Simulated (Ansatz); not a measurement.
```yaml
crystal:
  periodic: [false, false, false]
  atoms:
    - {symbol: C, position_ang: [0.964439, 2.082333, -1.348445]}
    - {symbol: C, position_ang: [0.258915, 1.321866, -0.734123]}
    - {symbol: Ge, position_ang: [-0.831675, 0.098435, 0.238360]}
    - {symbol: C, position_ang: [0.213784, -1.490434, 0.655577]}
    - {symbol: H, position_ang: [1.585494, 2.757044, -1.891613]}
    - {symbol: H, position_ang: [-1.746814, 0.055131, -0.638187]}
    - {symbol: H, position_ang: [-2.046814, -0.244869, -0.638187]}
    - {symbol: H, position_ang: [-0.393929, -2.204806, 1.212316]}
    - {symbol: H, position_ang: [1.080631, -1.217777, 1.257820]}
    - {symbol: H, position_ang: [0.558946, -1.960960, -0.265253]}
basis:
  gaussian: {orbitals: 6-31G}
hamiltonian: {xc: {name: HSE06}}
output: {forces: true}
```

```sh
$ ansatz run in.yaml --threads 4 --pin off --events-out ev --progress --plain --max-ram 10444MiB
```

Output, abridged:

```
Functional definition: HSE06
823 factors; integrals over basis functions are off by at most 5.6e-4 eV
107 factors; integrals over basis functions are off by at most 2.8e-7 eV
mean field evaluation 1: about -59686.2967 eV, gradient 5.0e1 eV
mean field evaluation 2: about -59683.5499 eV, gradient 5.8e1 eV
mean field evaluation 4: about -59692.8015 eV, gradient 6.2e0 eV
mean field evaluation 8: about -59693.0614 eV, gradient 1.8e-1 eV
mean field evaluation 16: about -59693.0615 eV, gradient 8.4e-5 eV
mean field -59693.06147775 eV, -2193.6795478971 hartree, gradient 8.4e-5 eV, S^2 0.000000; 0 other end points of the search recorded, 0 dependent functions left out
reference -59693.06151441 eV, -2193.6795492441 hartree; 28, 28 occupied and 40, 40 virtual orbitals, 823 factors
Total energy: -59693.06151441 eV, -2193.6795492441 hartree
Atom 0 at     0.964439     2.082333    -1.348445 Å, force     1.044121     1.304032    -0.863145 eV/Å
Atom 1 at     0.258915     1.321866    -0.734123 Å, force    -1.148714    -2.021861    -0.231126 eV/Å
Atom 2 at    -0.831675     0.098435     0.238360 Å, force     8.794190     3.550723    12.219680 eV/Å
Atom 3 at     0.213784    -1.490434     0.655577 Å, force    -0.214047    -1.065930    -1.645706 eV/Å
Atom 4 at     1.585494     2.757044    -1.891613 Å, force     0.006509     0.058691     0.097567 eV/Å
Atom 5 at    -1.746814     0.055131    -0.638187 Å, force    21.779579    27.722677    -7.098947 eV/Å
Atom 6 at    -2.046814    -0.244869    -0.638187 Å, force   -30.549893   -29.555503    -2.678313 eV/Å
Atom 7 at    -0.393929    -2.204806     1.212316 Å, force    -0.040299     0.052823     0.087805 eV/Å
Atom 8 at     1.080631    -1.217777     1.257820 Å, force    -0.117058     0.439305     0.006283 eV/Å
Atom 9 at     0.558946    -1.960960    -0.265253 Å, force     0.445612    -0.484957     0.105902 eV/Å
Dipole moment:    -0.148953    -0.475772    -0.570645 e Å
```

Q: Something in this input is off. What?

A: One atom was put on top of another. Self-consistency was reached. The result belongs to that input, not to the molecule as meant.

HSE06 is defined as in plane-wave codes.
